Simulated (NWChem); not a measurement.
System: BeH$_{2}$S; SMILES [BeH][SH]

All runs: NWChem. Medium grid unless said otherwise, to which SCAN and Minnesota functionals are sensitive. Geometry: optimised at PBE0/def2-SVP.

Problem. Order these by “highest occupied level (eV)”, lowest first: BLYP/def2-SVP; B3LYP/def2-SVP; r2SCAN0/def2-SVP; RPBE/def2-SVP.

Solution. r2SCAN0/def2-SVP (-7.93), B3LYP/def2-SVP (-7.44), RPBE/def2-SVP (-6.54), BLYP/def2-SVP (-6.33)
